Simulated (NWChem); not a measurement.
System: CH3Si, doublet; SMILES C=[SiH]

NWChem input:

```
start job
memory heap 200 mb stack 700 mb global 900 mb
geometry units angstroms
  C     -0.035883     1.111908    -0.067276
  Si    -0.093588    -0.576206     0.222446
  H     -0.917457     1.757387    -0.030692
  H      0.915057     1.605340    -0.303917
  H      1.137783    -1.435562     0.164388
end
basis spherical
  * library def2-tzvp
end
dft
  odft
  mult 2
  xc b3lyp
  iterations 150
end
driver
  maxiter 120
end
task dft optimize
task dft freq
```

Excerpt of the output:

```
             Northwest Computational Chemistry Package (NWChem) 7.3.0
             --------------------------------------------------------

 CS  symmetry detected

                             Geometry "geometry" -> ""
                             -------------------------

 Output coordinates in angstroms (scale by  1.889725989 to convert to a.u.)

  No.       Tag          Charge          X              Y              Z
 ---- ---------------- ---------- -------------- -------------- --------------
    1 C                    6.0000     0.00826395     1.10333074     0.00000000
    2 Si                  14.0000    -0.09273362    -0.60745770     0.00000000
    3 H                    1.0000    -0.86869247     1.75609537     0.00000000
    4 H                    1.0000     0.98413670     1.60476199     0.00000000
    5 H                    1.0000     1.13324280    -1.47643399     0.00000000

 Effective nuclear repulsion energy (a.u.)      44.3784992058

      Symmetry information
      --------------------

 Group name             Cs
 Group number              2
 Group order               2
 No. of unique centers     5

                                Z-matrix (autoz)
                                --------

 Units are Angstrom for bonds and degrees for angles

      Type          Name      I     J     K     L     M      Value
      ----------- --------  ----- ----- ----- ----- ----- ----------
    1 Stretch                  1     2                       1.71377
    2 Stretch                  1     3                       1.09323
    3 Stretch                  1     4                       1.09716
    4 Stretch                  2     5                       1.50271
    5 Bend                     1     2     5               121.95057
    6 Bend                     2     1     3               123.28367
    7 Bend                     2     1     4               120.57397
    8 Bend                     3     1     4               116.14237
    9 Torsion                  3     1     2     5         180.00000
   10 Torsion                  4     1     2     5           0.00000

                           NWChem Geometry Optimization
                           ----------------------------

 maximum gradient threshold         (gmax) =   0.000450
 rms gradient threshold             (grms) =   0.000300
 maximum cartesian step threshold   (xmax) =   0.001800
 rms cartesian step threshold       (xrms) =   0.001200
 fixed trust radius                (trust) =   0.300000
 source of zmatrix                         =   autoz

          -------------------
          Energy Minimization
          -------------------

 Using diagonal initial Hessian
 Scaling for Hessian diagonals: bonds = 1.00  angles = 0.25  torsions = 0.10

          --------
          Step   0

                                 NWChem DFT Module
                                 -----------------

 Summary of "ao basis" -> "ao basis" (spherical)
 ------------------------------------------------------------------------------
       Tag                 Description            Shells   Functions and Types
 ---------------- ------------------------------  ------  ---------------------
 C                         def2-tzvp                11       31   5s3p2d1f
 Si                        def2-tzvp                13       37   5s5p2d1f
 H                         def2-tzvp                 4        6   3s1p

      Symmetry analysis of basis
      --------------------------

        a'         61
        a"         25

            General Information
            -------------------
          SCF calculation type: DFT
          Wavefunction type:  spin polarized.
          No. of atoms     :     5
          No. of electrons :    23
           Alpha electrons :    12
            Beta electrons :    11
          Charge           :     0
          Spin multiplicity:     2
          Use of symmetry is: on ; symmetry adaption is: on
          Maximum number of iterations: 150
          AO basis - number of functions:    86
                     number of shells:    36
          Convergence on energy requested:  1.00D-06
          Convergence on density requested:  1.00D-05
          Convergence on gradient requested:  5.00D-04

              XC Information
              --------------
                         B3LYP Method XC Potential
                     Hartree-Fock (Exact) Exchange  0.200
                        Slater Exchange Functional  0.800 local
                    Becke 1988 Exchange Functional  0.720 non-local
              Lee-Yang-Parr Correlation Functional  0.810
                  VWN I RPA Correlation Functional  0.190 local

[...]

      ----------------------
      Optimization converged
      ----------------------

  Step       Energy      Delta E   Gmax     Grms     Xrms     Xmax
  ---- ---------------- -------- -------- -------- -------- --------
@    4    -329.33823363 -9.6D-07  0.00012  0.00007  0.00078  0.00171
                                     ok       ok       ok       ok

                                Z-matrix (autoz)
                                --------

 Units are Angstrom for bonds and degrees for angles

      Type          Name      I     J     K     L     M      Value     Gradient
      ----------- --------  ----- ----- ----- ----- ----- ---------- ----------
    1 Stretch                  1     2                       1.70731   -0.00005
    2 Stretch                  1     3                       1.08159    0.00012
    3 Stretch                  1     4                       1.08636    0.00011
    4 Stretch                  2     5                       1.49481   -0.00009
    5 Bend                     1     2     5               121.34700    0.00001
    6 Bend                     2     1     3               123.68063   -0.00006
    7 Bend                     2     1     4               120.40224    0.00006
    8 Bend                     3     1     4               115.91713   -0.00000
    9 Torsion                  3     1     2     5         180.00000    0.00000
   10 Torsion                  4     1     2     5           0.00000    0.00000

                         Geometry "geometry" -> "geometry"
                         ---------------------------------

 Output coordinates in angstroms (scale by  1.889725989 to convert to a.u.)

  No.       Tag          Charge          X              Y              Z
 ---- ---------------- ---------- -------------- -------------- --------------
    1 C                    6.0000     0.00715350     1.09927198     0.00000000
    2 Si                  14.0000    -0.09538379    -0.60495370     0.00000000
    3 H                    1.0000    -0.85523125     1.75205092     0.00000000
    4 H                    1.0000     0.97545586     1.59177647     0.00000000
    5 H                    1.0000     1.13222304    -1.45784926     0.00000000

 Effective nuclear repulsion energy (a.u.)      44.6110440490

      Symmetry information
      --------------------

 Group name             Cs
 Group number              2
 Group order               2
 No. of unique centers     5

                Final and change from initial internal coordinates
                --------------------------------------------------

                                Z-matrix (autoz)
                                --------

 Units are Angstrom for bonds and degrees for angles

[...]

 Rotational Constants
 --------------------
 A=   5.263776 cm-1  (  7.573230 K)
 B=   0.519489 cm-1  (  0.747412 K)
 C=   0.472825 cm-1  (  0.680275 K)

 Temperature                      =   298.15K
 frequency scaling parameter      =   1.0000

 Zero-Point correction to Energy  =   18.822 kcal/mol  (  0.029995 au)
 Thermal correction to Energy     =   21.157 kcal/mol  (  0.033717 au)
 Thermal correction to Enthalpy   =   21.750 kcal/mol  (  0.034660 au)

 Total Entropy                    =   59.737 cal/mol-K
   - Translational                =   37.186 cal/mol-K (mol. weight =  43.0004)
   - Rotational                   =   19.753 cal/mol-K (symmetry #  =        1)
   - Vibrational                  =    2.798 cal/mol-K

 Cv (constant volume heat capacity) =   10.784 cal/mol-K
   - Translational                  =    2.979 cal/mol-K
   - Rotational                     =    2.979 cal/mol-K
   - Vibrational                    =    4.825 cal/mol-K

[normal modes left out]

 ----------------------------------------------------------------------------
 Normal Eigenvalue ||           Projected Infra Red Intensities
  Mode   [cm**-1]  || [atomic units] [(debye/angs)**2] [(KM/mol)] [arbitrary]
 ------ ---------- || -------------- ----------------- ---------- -----------
    1       -0.000 ||    0.000383           0.009         0.373       0.305
    2       -0.000 ||    0.000152           0.004         0.149       0.121
    3       -0.000 ||    0.000002           0.000         0.002       0.002
    4       -0.000 ||    0.000177           0.004         0.173       0.141
    5        0.000 ||    0.000416           0.010         0.406       0.332
    6        0.000 ||    0.000005           0.000         0.004       0.004
    7      266.848 ||    0.004924           0.114         4.800       3.923
    8      517.234 ||    0.001493           0.034         1.456       1.190
    9      746.340 ||    0.053040           1.224        51.706      42.265
   10      833.397 ||    0.053736           1.240        52.384      42.819
   11      966.649 ||    0.005493           0.127         5.355       4.377
   12     1366.654 ||    0.005010           0.116         4.884       3.992
   13     2129.048 ||    0.062775           1.448        61.197      50.023
   14     3120.935 ||    0.000311           0.007         0.303       0.248
   15     3225.624 ||    0.000323           0.007         0.315       0.257
 ----------------------------------------------------------------------------
```

Level: B3LYP/def2-TZVP, spin-unrestricted. No stability test was run on the SCF state.
